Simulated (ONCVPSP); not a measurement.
**Cutoff test, V (Z = 23), ONCV**

```
Element                 : vanadium (V)
Generator               : ONCVPSP 4.0.1
Type                    : optimised norm-conserving Vanderbilt (ONCV)
Functional              : PBEsol
Relativity              : scalar-relativistic
Frozen core             : [Ar]
Valence charge          : 5
Reference configuration : 3d3 4s2
Partial waves           : 4s: rc 3.00 bohr, ncon 5, nbas 8, qcut 2.4 1/bohr, 2 projectors, debl 3.2 Ha; p scattering state at 0.31 Ha: rc 2.35 bohr, ncon 5, nbas 8, qcut 4.1 1/bohr, 3 projectors, debl 1.6 Ha; 3d: rc 2.00 bohr, ncon 3, nbas 7, qcut 8.7 1/bohr, 2 projectors, debl 1.6 Ha
Local potential         : polynomial inside 1.30 bohr (lpopt 3, dvloc0 1 Ha)
Core correction         : Teter function, fcfact 4.75, rcfact 1.05
```

Question: For each optimised wave give the share of its norm inside rc, the residual kinetic energy above qcut (Ha) and the cutoffs (Ha) for errors of 10, 1, 0.1 and 0.01 mHa per electron.

Answer:

```json
{"wave": "4s", "norm inside rc": "0.450", "residual KE": "1.2e-03", "10 mHa": "1.6", "1 mHa": "3.0", "0.1 mHa": "13.0", "0.01 mHa": "17.1"}
{"wave": "s projector 2", "norm inside rc": "0.214", "residual KE": "3.4e-01", "10 mHa": "15.3", "1 mHa": "21.2", "0.1 mHa": "24.2", "0.01 mHa": "26.1"}
{"wave": "p projector 1", "norm inside rc": "0.114", "residual KE": "1.1e-03", "10 mHa": "1.0", "1 mHa": "8.9", "0.1 mHa": "30.9", "0.01 mHa": "36.5"}
{"wave": "p projector 2", "norm inside rc": "0.162", "residual KE": "2.1e-02", "10 mHa": "10.3", "1 mHa": "37.5", "0.1 mHa": "46.2", "0.01 mHa": "51.6"}
{"wave": "p projector 3", "norm inside rc": "0.119", "residual KE": "9.3e-02", "10 mHa": "12.6", "1 mHa": "32.5", "0.1 mHa": "58.2", "0.01 mHa": "64.7"}
{"wave": "3d", "norm inside rc": "0.798", "residual KE": "1.5e-07", "10 mHa": "21.5", "1 mHa": "26.1", "0.1 mHa": "29.8", "0.01 mHa": "32.9"}
{"wave": "d projector 2", "norm inside rc": "0.152", "residual KE": "5.8e-07", "10 mHa": "22.1", "1 mHa": "27.3", "0.1 mHa": "31.3", "0.01 mHa": "34.2"}
```

The occupied waves need 26 Ha and 30 Ha for 1 and 0.1 mHa. Note: ghosts flagged at negative energy: p at -47.4 eV; GHOST(+) flagged for s at 58.1 eV. A true bound ghost makes a file unfit for plane-wave use.
